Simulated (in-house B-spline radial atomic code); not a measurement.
Configurations of Ar2+, with energies counted from [Ne] 3s2 3p4. Method: non-relativistic r2SCAN0, spin-polarised, spherical fractional occupations, point nucleus. Calculated with an all-electron radial atomic-structure program (B-spline basis). Shells without spins written out take the highest spin.

Caution: exact exchange at fractional occupations of open shells leaves self-interaction of up to several eV.

Occupations are held fixed; configurations that lie above the ionisation limit could autoionise.

| configuration | E - E(ref) (eV) | highest orbital | its <r> (bohr) |
| --- | --- | --- | --- |
| [Ne] 3s2 3p3 4s1 | 20.202 | 4s up | 3.361 |
| [Ne] 3s1 3p4 3d1 | 33.944 | 3d up | 1.861 |
| [Ne] 3s1 3p4 4s1 | 36.995 | 4s up | 3.343 |
| [Ne] 3s(1 up, 0 down) 3p(3 up, 1 down) 4p(1 up, 0 down) | 41.14 | 4p up | 3.892 |
| [Ne] 3s(0 up, 1 down) 3p(1 up, 3 down) 4d(1 up, 0 down) | 46.316 | 4d up | 5.305 |
| [He] 2s2 2p(2 up, 3 down) 3s2 3p(2 up, 2 down) 4f(0 up, 1 down) | 284.89 | 4f down | 6.049 |

Q: Order these further configurations by energy, lowest first.
A. [He] 2s2 2p5 3s2 3p4 4d1
B. [He] 2s2 2p5 3s2 3p4 4f1
C. [Ne] 3s2 3p(3 up, 0 down) 3d(1 up, 0 down)
D. [Ne] 3s1 3p5
E. [Ne] 3s2 3p3 4d1

A: D (15.742 eV), C (17.486 eV), E (29.081 eV), A (278.2 eV), B (281.13 eV).

Q: How far above the reference does [He] 2s2 2p5 3s2 3p4 3d1 lie?

A: 265.15 eV; its least bound orbital is 3d up with <r> = 1.714 bohr.
